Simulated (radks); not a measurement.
Cl, configuration [Ne] 3s1.5 3p5.5 (fractional occupations, a model configuration).

Calculated with a radial shooting solver on a logarithmic mesh with Libxc functionals: scalar-relativistic Kohn-Sham, PBE, spin-polarised, spherical densities, finite nucleus; open shells are filled with parallel spins first; Fermi nuclear charge, rms radius 3.3654 fm.

Energy parts (hartree):
part                       energy
total                  -461.21934
kinetic                 463.29251
electron-nucleus      -1099.63994
Hartree                 203.18380
exchange-correlation    -28.05572

Orbitals (lengths in bohr, moments of r in powers of bohr; <r^-3> diverges for s and p1/2; r(90%) holds 90 % of the orbital's charge):
orbital	occ.	eigenvalue (hartree)	<1/r>	<r>	r(90%)	<r^-3>
1s up	1	-101.1368	16.68	0.09097	0.162	-
1s down	1	-101.1292	16.68	0.09097	0.162	-
2s up	1	-9.31465	3.308	0.4442	0.695	-
2s down	1	-9.30692	3.308	0.4441	0.694	-
2p up	3	-7.07083	3.206	0.4069	0.676	102.4
2p down	3	-7.06174	3.206	0.4068	0.675	102.4
3s up	1	-0.79165	0.9069	1.525	2.31	-
3s down	0.5	-0.75118	0.9009	1.537	2.34	-
3p up	3	-0.34216	0.7561	1.812	2.87	7.778
3p down	2.5	-0.30783	0.7426	1.852	2.95	7.505

The highest occupied level is 3p down at -8.377 eV. Summed over all electrons, <r^2> = 28.03 bohr^2, which gives a Langevin (diamagnetic) susceptibility term of -22.2 x 10^-6 cm^3/mol.
